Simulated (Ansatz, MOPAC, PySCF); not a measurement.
Molecule: NO2, charge 0, multiplicity 2. SMILES: [O][N][O]
Structure (B3LYP-D3(BJ)/def2-TZVP (Ansatz, a first-principles code) minimum search):
```
N
O 1 1.1906
O 1 1.1906 2 134.41
```
Charge 0, spin multiplicity 2.

Unscaled harmonic wavenumbers (cm⁻¹) in rising order, each level at the stationary point that it reaches from this structure (no distance between atoms moves by over 0.3 Å); the order of modes can differ between levels, and a negative number is imaginary. B3LYP-D3(BJ)/def2-TZVP (PySCF, at the structure above): 768, 1394, 1698.

PM6 (MOPAC): 632, 1427, 1975. Zero-point energy 5.8 against 5.5 kcal/mol; where all levels lie over 400 cm⁻¹, the wavenumbers are on average 1.003 times those of B3LYP-D3(BJ)/def2-TZVP.

B3LYP/6-31G* (Ansatz): 749, 1404, 1720. Zero-point energy 5.5 against 5.5 kcal/mol; where all levels lie over 400 cm⁻¹, the wavenumbers are on average 0.998 times those of B3LYP-D3(BJ)/def2-TZVP.
